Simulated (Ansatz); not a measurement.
Calculation: frozen-core CCSD(T)/cc-pVTZ // B3LYP-D3(BJ)/def2-TZVP in Ansatz (a first-principles code).

Ansatz 0.2 input:
```yaml
crystal:
  periodic: [false, false, false]
  atoms:
    - { symbol: O, position_ang: [1.707157, 0.997118, 0.143152] }
    - { symbol: C, position_ang: [1.007123, -0.039432, -0.438899] }
    - { symbol: C, position_ang: [-0.248784, -0.271655, -0.126245] }
    - { symbol: C, position_ang: [-1.504515, -0.092991, 0.529019] }
    - { symbol: O, position_ang: [-1.238422, -1.154107, -0.462861] }
    - { symbol: H, position_ang: [2.600389, 1.004913, -0.210612] }
    - { symbol: H, position_ang: [1.520827, -0.659204, -1.162761] }
    - { symbol: H, position_ang: [-2.19462, 0.671414, 0.188306] }
    - { symbol: H, position_ang: [-1.649153, -0.456053, 1.540902] }
basis:
  gaussian: { orbitals: cc-pVTZ }
correlation:
  method: ccsd_t
```

Output:

```
Functional definition: HF
1209 factors; integrals over basis functions are off by at most 8.7e-4 eV
mean field evaluation 1: about -7225.6149 eV, gradient 3.5e1 eV
mean field evaluation 2: about -7225.9598 eV, gradient 3.5e1 eV
mean field evaluation 4: about -7228.6646 eV, gradient 4.7e0 eV
mean field evaluation 8: about -7228.7179 eV, gradient 3.5e-1 eV
mean field evaluation 16: about -7225.6160 eV, gradient 3.5e1 eV
mean field -7228.71824287 eV, -265.6504956244 hartree, gradient 2.0e-6 eV, S^2 0.000000; 0 other end points of the search recorded, 0 dependent functions left out
5 core orbitals not correlated
reference -7228.71824287 eV, -265.6504956244 hartree; 14, 14 occupied and 187, 187 virtual orbitals, 1209 factors
second order -25.89804306 eV of doubles, -0.00000000 eV of singles
cycle   1  -25.57425791 eV  change    3.2e-1 eV  update   1.1e-1
cycle   2  -26.21767506 eV  change   -6.4e-1 eV  update   3.7e-2
cycle   3  -26.38745719 eV  change   -1.7e-1 eV  update   1.9e-2
cycle   4  -26.37208263 eV  change    1.5e-2 eV  update   4.7e-3
cycle   5  -26.37093459 eV  change    1.1e-3 eV  update   2.1e-3
cycle   6  -26.37247779 eV  change   -1.5e-3 eV  update   6.6e-4
cycle   7  -26.37207990 eV  change    4.0e-4 eV  update   2.7e-4
cycle   8  -26.37191940 eV  change    1.6e-4 eV  update   9.6e-5
cycle   9  -26.37194463 eV  change   -2.5e-5 eV  update   3.6e-5
cycle  10  -26.37194599 eV  change   -1.4e-6 eV  update   1.2e-5
perturbative correction -1.17722073 eV, -0.0432620638 hartree
Total energy: -7256.26740959 eV, -266.6629088277 hartree
```

Cost: about 5 core-minutes (a rough figure).
